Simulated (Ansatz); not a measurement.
Consider the formal exchange of groups at the Si–Si bond: `BN(C)[SiH2][SiH3]` + `C=C(F)CCl` → `C=C([SiH3])CCl` + `BN(C)[SiH2]F`.

Gas-phase electronic energies from Ansatz, PBE0-D4/def2-TZVP geometries. CCSD(T)/CBS adds triple-zeta CCSD(T) − MP2 to the extrapolated MP2 energy (def2 sets, frozen cores). Each species was taken in one conformer, which may not be the lowest.

```csv
level,ΔE (kJ/mol)
HF/CBS(def2),-228.1
CCSD/CBS(def2),-220.5
```

(1) What does CCSD(T)/CBS give? (An estimate is asked.)

Largest T1 diagnostic among the species: 0.013.

Results:

(1) Ansatz gave: -218.2 kJ/mol. The listed levels differ from it by -9.9, -2.3 kJ/mol.

From PBE to PBE0 (25 % exact exchange), in def2-TZVPP and without D4, ΔE moves by −10.7 kJ/mol.
